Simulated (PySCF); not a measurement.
A GIAO shielding run with PySCF (density fitting, non-relativistic, gas phase) on SMILES FC(F)(F)[C@@H]1O[SiH2]C[C@H]1Cl, C$_{4}$H$_{6}$ClF$_{3}$OSi:

```
$ OMP_NUM_THREADS=1 python probes_run.py task.json out

{"job": {"kind": "nmr", "xc": "PBE0", "basis": "pcSseg-1"}, "charge": 0, "multiplicity": 1}
F      2.908345     0.420383    -0.057605
C      1.829117    -0.277014     0.300609
F      2.224173    -1.551512     0.452535
F      1.470039     0.158827     1.514231
C      0.699617    -0.152778    -0.729531
O      0.324665     1.175532    -0.818771
Si    -1.034807     1.582421     0.023587
C     -1.359101    -0.199015     0.634782
C     -0.503693    -1.015406    -0.318521
Cl    -1.434894    -1.353934    -1.803836
H      1.119741    -0.475762    -1.691574
H     -0.669804     2.481998     1.106176
H     -1.995617     2.072059    -0.951757
H     -2.392840    -0.530706     0.598548
H     -1.006670    -0.342659     1.655887
H     -0.185871    -1.983492     0.073828
```

Hardware: 1 thread of an Arm Neoverse V2, shared host. The job also computes population analyses, field gradients, ring-centre shieldings.

(1) How large is the calculation?

(2) How long does it take, and how much memory does it need?

Results:

(1) 96 electrons, 214 basis functions and 1158 auxiliary functions.

(2) 32 s of wall time, with 14 SCF cycles and 5 response iterations; peak memory 1 GiB. Times on a shared host scatter by some tens of per cent.
